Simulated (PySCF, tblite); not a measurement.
Isomers of C7H16Si2. All values are computed: GFN2-xTB (tblite) harmonic vibrations without scaling, gas phase. The method is semi-empirical: single wavenumbers can be off by several per cent or more. Modes of hydrogen on silicon can be 10 to 20 % off. One conformer each.

Electronic energies: PBE0/pcSseg-1 single points on the GFN2-xTB geometries (PySCF, gas phase).

| SMILES | electronic energy, lowest = 0 (kJ/mol) |
| --- | --- |
| C1CCC(C2[SiH2]C[SiH2]2)C1 | 8.5 |
| C=CC[C@@H]1C[SiH2][SiH2][C@H]1C | 68.9 |
| C[C@@H]1C[C@@H]2C[C@@]1(C)[SiH2][SiH2]2 | 0.0 |

How do GFN2-xTB zero-point energies change the relative energies?

```
                                 SMILES  ZPE (kJ/mol)  of it from modes above 1550 cm⁻¹  electronic (kJ/mol)  with ZPE, lowest = 0 (kJ/mol)  lowest mode (cm⁻¹)  rings
C[C@@H]1C[C@@H]2C[C@@]1(C)[SiH2][SiH2]2         542.8                             266.7                  0.0                            0.0                  64      2
              C1CCC(C2[SiH2]C[SiH2]2)C1         539.7                             267.6                  8.5                            5.4                 12i      2
        C=CC[C@@H]1C[SiH2][SiH2][C@H]1C         533.7                             278.1                 68.9                           59.8                  23      1
```

The zero-point energies span 9.1 kJ/mol, from `C=CC[C@@H]1C[SiH2][SiH2][C@H]1C` to `C[C@@H]1C[C@@H]2C[C@@]1(C)[SiH2][SiH2]2`. Slightly imaginary modes are left out of the zero-point energy: `C1CCC(C2[SiH2]C[SiH2]2)C1` 12.3i cm⁻¹. The order is unchanged.

And how do the electronic energies of GFN2-xTB itself compare?

`C[C@@H]1C[C@@H]2C[C@@]1(C)[SiH2][SiH2]2` 0.0; `C1CCC(C2[SiH2]C[SiH2]2)C1` 46.5; `C=CC[C@@H]1C[SiH2][SiH2][C@H]1C` 114.2 kJ/mol, lowest = 0. Against the energies above, taken from the same isomer `C[C@@H]1C[C@@H]2C[C@@]1(C)[SiH2][SiH2]2`, the largest difference is 45.3 kJ/mol.
